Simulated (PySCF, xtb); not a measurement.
C3H4BNO2, SMILES O=C1CB(O)C=N1.

GFN2-xTB (xtb) at its own geometry gives an orbital gap of 1.67 eV and a dipole moment of 6.08 D.

Geometry: PBE0-D3(BJ)/def2-SVP. This is a generated structure with no PubChem entry under its InChIKey; it may be hypothetical. Other conformers were not sampled.

Q: What does PBE/def2-TZVP (PySCF) give? (Estimate from the structure and the level; the computed values follow.)

A: gap 2.22 eV (levels -5.79 and -3.57 eV), dipole 4.94 D.
